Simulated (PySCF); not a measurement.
Two species compared at the same levels of theory.

First species: C₃H₈F₂OSi₃.
Structure used (GFN2-xTB), in Å, numbered top down from 1:
```
atom  x, y, z in Å
C1    -2.4254   -0.3869   -0.2861
C2    -0.9378   -0.2143   -0.2905
O3    -0.2579   -0.3623   -1.3150
C4    -0.2464    0.1370    0.9322
F5    -1.1064    0.2763    2.0139
Si6    0.7962    1.7245    0.3566
Si7    2.1674    0.0833   -0.5800
F8     3.7430    0.3518   -0.1982
Si9    1.1448   -1.2738    1.0214
H10   -2.8924    0.5378    0.0499
H11   -2.6934   -1.1655    0.4266
H12   -2.7830   -0.6480   -1.2783
H13   -0.0709    2.6130   -0.4245
H14    1.1261    2.4419    1.5944
H15    2.3312   -0.2103   -1.9921
H16    0.5336   -2.5737    0.7256
H17    1.5643   -1.3188    2.4276
```

Second species: C3H14OSSi3.
Structure used (GFN2-xTB), in Å, numbered top down from 1:
```
atom  x, y, z in Å
C1     3.2477    1.2212   -0.0931
C2     2.2215    0.1771    0.3322
C3     1.3097   -0.2248   -0.8260
Si4   -0.0056   -1.5110   -0.3219
Si5   -1.5241   -0.6509    1.1879
O6    -0.6488   -0.1604    2.4628
S7    -2.5700    1.1401    0.5026
Si8   -3.8227    0.4237   -1.0607
H9     2.7505    2.1226   -0.4460
H10    3.8714    0.8382   -0.8990
H11    3.8923    1.4895    0.7414
H12    2.7415   -0.7071    0.7076
H13    1.6184    0.5751    1.1502
H14    1.9232   -0.6119   -1.6431
H15    0.8149    0.6712   -1.2096
H16   -0.6814   -1.9651   -1.5502
H17    0.6635   -2.6904    0.2429
H18   -2.6227   -1.5008    1.6610
H19   -0.9616    0.5174    3.0595
H20   -2.9804   -0.1939   -2.0789
H21   -4.7466   -0.5603   -0.5085
H22   -4.5012    1.6200   -1.5266
```

Levels: PBE0/pcSseg-1 for HOMO energy, LUMO energy and HOMO–LUMO gap. Geometries: GFN2-xTB. All species are isolated and taken at one optimised geometry, non-relativistic unless stated; the electronic structure was computed with PySCF and density fitting.

The conformers computed, where there is a choice (atom-mapped SMILES and torsion angles):
- `[CH3:1][C:2](=[O:3])[C@:4]1([F:5])[SiH2:6][Si@@H:7]([F:8])[SiH2:9]1`: C1–C2–C4–F5 0°

The conformers of `CCC[SiH2][Si@@H](O)S[SiH3]` aren't listed.

Values for the first species:

| Property | Result |
| --- | --- |
| HOMO energy | -7.78 eV |
| LUMO energy | -1.22 eV |
| HOMO–LUMO gap | 6.56 eV |

Problem. Estimate the same properties for the second species, and the change in each.

Solution. 
```json
{"property": "HOMO energy", "first": "-7.78 eV", "second": "-7.14 eV", "second less first": "+0.64 eV"}
{"property": "LUMO energy", "first": "-1.22 eV", "second": "-0.47 eV", "second less first": "+0.75 eV"}
{"property": "HOMO–LUMO gap", "first": "6.56 eV", "second": "6.67 eV", "second less first": "+0.11 eV"}
```

